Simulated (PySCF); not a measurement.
Cl2Se, charge -1, doublet, geometry from GFN2-xTB (a state made from the parent by changing its charge; the spin is typed, not shown lowest). Base run: PySCF with DF-B3LYP/pcseg-1.

Here is a job for PySCF.
```python
from pyscf import gto, scf, dft

mol = gto.Mole()
mol.atom = '''
    Se    0.09953013    0.11985247    0.83385844
    Cl    1.01690937    1.22996103   -0.75042855
    Cl   -1.21596964   -1.46966598   -0.91728834
'''
mol.basis = 'pcseg-1'
mol.charge = -1
mol.spin = 1
mol.verbose = 4
mol.build()

mf = dft.UKS(mol)
mf.xc = 'b3lyp'
mf = mf.density_fit(auxbasis='def2-universal-jkfit')
mf.kernel()
```

Variants of this job, named by their change:

```tsv
change	basis functions	E (Eh)	HOMO (eV)	core-seconds (rough)
base	63	-3321.79179	-0.51	5
basis = STO-3G	36	-3285.19071	3.52	3
basis = 6-31G	53	-3321.64914	-0.49	4
basis = pc-1	63	-3322.01527	-0.34	4
basis = 6-31G*	68	-3321.74305	-0.39	4
basis = aug-pcseg-1	90	-3321.80221	-0.92	7
basis = def2-SVPD	95	-3321.52986	-0.92	7
basis = 6-311G**	96	-3322.08170	-0.76	7
basis = cc-pVTZ	111	-3322.17857	-0.54	8
basis = def2-TZVPP	132	-3322.11915	-0.51	9
basis = aug-cc-pVTZ	159	-3322.18687	-0.85	10
basis = cc-pVQZ	186	-3322.19354	-0.69	20
basis = def2-QZVPP	229	-3322.20639	-0.73	20
```

Totals compare only among sets that treat the same electrons; sets with core potentials leave the core out.

Open shells are given as the SCF converged; they aren't shown to be the lowest states, and a large step between rows can be another state.
